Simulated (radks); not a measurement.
Spherical quantum dot in the effective-mass picture: electrons in a parabolic well V = omega^2 r^2 / 2 with omega = 0.464, with a point charge +1 (a donor) at the centre, all in effective atomic units (hartree* = m*/eps^2 hartree, bohr* = eps/m* bohr), one dielectric constant everywhere. Method: non-relativistic Kohn-Sham, LDA (Slater exchange, Perdew-Wang correlation), spin-polarised, spherical densities; computed with a radial shooting solver with Libxc functionals. Levels are named by radial order and angular momentum (1s, 1p, 1d, 2s, ...), and open shells are averaged over m. Results are scaled to m* = 0.037 and eps = 10.8, for which hartree* = 8.632 meV and bohr* = 15.45 nm.

N = 23, configuration 1s2 1p6 1d10 2s2 1f(up 3, down 0). This is the lowest configuration that the search found. Occupied and some empty levels:

level    occupation  eigenvalue (meV)  <r> (nm)
1s up             1            56.347     32.34
1s down           1            56.396     31.52
1p up             3            58.526     52.40
1p down           3            58.673     51.92
2s up             1            59.490     48.87
2s down           1            59.621     49.29
1d up             5            60.237     59.60
1d down           5            60.416     59.40
1f up             3            62.142     64.72
1f down           0            62.333     64.68
2p up             0            62.778     54.41
2p down           0            62.886     54.62
1g up             0            64.249     68.92
1g down           0            64.442     68.99
2d up             0            65.287     61.01
2d down           0            65.402     61.07

Energy (meV): total 818.789, kinetic 76.067, external 229.59, Hartree 572.43, exchange-correlation -59.298.

Electron density:

r (nm)  n(r) (e/nm^3)
2.32        0.0001328
8.13       0.00006450
13.9       0.00003342
19.8       0.00001952
25.6       0.00001408
31.4       0.00001290
37.2       0.00001362
43.0       0.00001468
48.8       0.00001502
54.7       0.00001408
60.5       0.00001184
66.3        8.815e-06
72.1        5.712e-06
77.9        3.195e-06
83.7        1.525e-06
89.6        6.209e-07
95.4        2.141e-07
101         6.270e-08
107         1.572e-08
113         3.336e-09
